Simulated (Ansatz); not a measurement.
1-butyl-3-methylimidazolium dicyanamide (C10H15N5). Charge 0, multiplicity 1. Geometry r2SCAN-D4/def2-SVP.

```xyz
30

C    -0.1101   -3.6443   -2.2640
C     0.0490   -2.7681   -1.0271
C    -1.1981   -1.9423   -0.7212
C    -1.0920   -1.0772    0.5284
N    -0.0196   -0.0788    0.4342
C     1.1956   -0.0963    1.0879
C     1.8358    1.0735    0.7826
N     1.0045    1.7722   -0.0684
C     1.2657    3.1167   -0.5666
C    -0.1174    1.0653   -0.2537
H    -0.9443   -4.3548   -2.1451
H     0.8006   -4.2288   -2.4647
H    -0.3201   -3.0353   -3.1586
H     0.2893   -3.3980   -0.1498
H     0.9146   -2.0931   -1.1614
H    -1.4514   -1.3027   -1.5872
H    -2.0669   -2.6092   -0.5800
H    -2.0133   -0.5018    0.7264
H    -0.8680   -1.6873    1.4166
H     1.4858   -0.9199    1.7348
H     2.7701    1.4967    1.1402
H     0.3687    3.4824   -1.0809
H     2.1139    3.0961   -1.2656
H     1.4822    3.7532    0.3070
H    -1.0018    1.3954   -0.7935
N     1.1873    3.5370    2.5352
C     0.0589    3.2046    2.6515
N    -1.1794    2.8489    2.8438
C    -1.8807    2.2360    1.9406
N    -2.5591    1.6601    1.1586
```

B3LYP takes the VWN-RPA correlation.

Q: Estimate the orbital energies around the gap (eV) in Ansatz with HF/STO-3G, HF/6-31G, PBE-D4/def2-SVP, B3LYP-D4/6-31G, PBE0-D4/def2-TZVP.

A: 
```csv
orbital,HF/STO-3G,HF/6-31G,PBE-D4/def2-SVP,B3LYP-D4/6-31G,PBE0-D4/def2-TZVP
HOMO−5,-10.07,-12.36,-7.31,-8.51,-9.18
HOMO−4,-9.91,-12.00,-7.11,-8.40,-8.74
HOMO−3,-8.86,-11.78,-6.85,-8.10,-8.50
HOMO−2,-8.29,-10.35,-6.50,-7.59,-7.89
HOMO−1,-5.02,-9.08,-5.02,-5.78,-6.59
HOMO,-3.91,-8.08,-4.30,-5.05,-5.74
LUMO,5.10,2.90,-1.98,-1.15,-1.12
LUMO+1,6.89,3.97,-1.25,-0.25,-0.38
LUMO+2,11.55,5.31,0.24,1.54,0.54
LUMO+3,12.07,5.63,0.62,1.83,0.91
LUMO+4,12.16,5.83,0.65,2.01,1.02
LUMO+5,12.87,6.10,0.96,2.11,1.27
```
